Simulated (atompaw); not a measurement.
**An all-electron radial function and its pseudo partner (zirconium (Zr))**

Columns: radius, all-electron u(r) and pseudo u(r) of the 4p shell (level -42.88 eV) of zirconium in the configuration [Ar] 3d10 4s2 4p6 4d2 5s0.5 5p0; PBEsol, scalar-relativistic, PAW (atompaw) scheme, atompaw 4.2.0.5.

| r (bohr) | all-electron | pseudo |
| --- | --- | --- |
| 0.110 | 0.2710 | 0.0228 |
| 0.219 | -0.2409 | 0.0879 |
| 0.329 | -0.4945 | 0.1902 |
| 0.438 | -0.3636 | 0.3177 |
| 0.548 | -0.0515 | 0.4603 |
| 0.658 | 0.2834 | 0.6033 |
| 0.767 | 0.5623 | 0.7327 |
| 0.877 | 0.7662 | 0.8397 |
| 0.987 | 0.8931 | 0.9155 |
| 1.096 | 0.9543 | 0.9559 |
| 1.206 | 0.9656 | 0.9621 |
| 1.315 | 0.9407 | 0.9383 |
| 1.425 | 0.8915 | 0.8907 |
| 1.535 | 0.8276 | 0.8275 |
| 1.644 | 0.7569 | 0.7569 |
| 1.754 | 0.6831 | 0.6831 |
| 1.863 | 0.6110 | 0.6110 |
| 1.973 | 0.5415 | 0.5415 |
| 2.083 | 0.4767 | 0.4767 |
| 2.192 | 0.4179 | 0.4179 |
| 2.302 | 0.3642 | 0.3642 |
| 2.412 | 0.3161 | 0.3161 |
| 2.521 | 0.2738 | 0.2738 |
| 2.631 | 0.2361 | 0.2361 |
| 2.740 | 0.2034 | 0.2034 |
| 2.850 | 0.1746 | 0.1746 |

(1) How many radial nodes do the two functions have?

(2) At about which radius was the pseudo-wave matched?

(3) Is the pseudo-wave norm-conserving?

Results:

(1) The all-electron 4p function has n − l − 1 = 2; the pseudo-wave has 0, since the states of the same l below it are removed with the core.

(2) 1.70 bohr. The columns agree to 0.0005 from 1.53 bohr on; several derivatives are matched, so the curves merge somewhat inside the radius.

(3) No, it belongs to a PAW set: the norm inside the radius is not constrained, and the difference is carried by the augmentation charge.
